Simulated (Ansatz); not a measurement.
Geometry optimisation, RHF/6-31G* in Ansatz 0.2.0.

Input:

```yaml
crystal:
  periodic: [false, false, false]
  atoms:
    - { symbol: B, position_ang: [-0.032842, -0.560873, -0.513947] }
    - { symbol: C, position_ang: [-0.022835, -0.183349, 2.280334] }
    - { symbol: H, position_ang: [-1.105653, -0.117914, 2.244712] }
    - { symbol: H, position_ang: [0.289406, -0.19832, 3.320081] }
    - { symbol: H, position_ang: [0.414142, 0.68347, 1.801046] }
    - { symbol: F, position_ang: [1.038027, 0.207012, -0.62853] }
    - { symbol: C, position_ang: [-1.46345, 0.055869, -0.771588] }
    - { symbol: H, position_ang: [-2.279885, -0.559837, -0.406812] }
    - { symbol: H, position_ang: [-1.557008, 1.042865, -0.331288] }
    - { symbol: H, position_ang: [-1.603417, 0.179186, -1.844672] }
    - { symbol: O, position_ang: [0.219035, -1.892444, -0.282991] }
    - { symbol: H, position_ang: [-0.564075, -2.421465, -0.245049] }
    - { symbol: H, position_ang: [0.315654, -1.100599, 1.789702] }
basis:
  gaussian: { orbitals: "6-31G*" }
hamiltonian:
  xc: hf
relax:
  f_tol: 0.03
  max_steps: 50
output:
  orbitals: {}
```

Launched with:

```bash
$ ansatz run input.yaml --threads 1 --pin off --max-ram 2048MiB --backend cpu --events-out ev --progress --plain --runs-dir out
```

**Question.** Where does it end, and by what steps?

**Answer.** It converged. After 19 steps the energy has fallen by 0.271 eV; H3 moved furthest, 0.87 Å.

| step | energy less start (eV) | largest force component (eV/Å) | accepted |
| --- | --- | --- | --- |
| 0 | 0.0000 | 1.058 | yes |
| 1 | -0.1846 | 0.504 | yes |
| 2 | -0.2158 | 0.666 | yes |
| 3 | -0.2477 | 0.264 | yes |
| 4 | -0.2562 | 0.233 | yes |
| 5 | -0.2633 | 0.175 | yes |
| 6 | -0.2647 | 0.141 | yes |
| 7 | -0.2655 | 0.064 | yes |
| 8 | -0.2659 | 0.036 | yes |
| 9 | -0.2665 | 0.052 | yes |
| 10 | -0.2669 | 0.117 | yes |
| 11 | -0.2663 | 0.201 | no |
| 12 | -0.2678 | 0.061 | yes |
| 13 | -0.2688 | 0.040 | yes |
| 14 | -0.2692 | 0.078 | yes |
| 15 | -0.2696 | 0.066 | yes |
| 16 | -0.2703 | 0.035 | yes |
| 17 | -0.2705 | 0.092 | yes |
| 18 | -0.2681 | 0.179 | no |
| 19 | -0.2709 | 0.027 | yes |

```xyz
13
Properties=species:S:1:pos:R:3
B -0.110 -0.645 -0.981
C 0.104 -0.082 2.933
H -0.959 0.077 3.077
H 0.578 -0.232 3.896
H 0.538 0.787 2.449
F 0.951 0.126 -1.163
C -1.547 -0.028 -1.207
H -2.362 -0.725 -1.030
H -1.693 0.830 -0.556
H -1.639 0.342 -2.227
O 0.146 -1.914 -0.608
H -0.627 -2.444 -0.485
H 0.265 -0.957 2.312
```

Whether the end is a true minimum wasn't checked by a vibrational analysis.

The run took 39 s on 1 thread of Arm Neoverse V2 (shared host), peak memory 0.17 GiB.
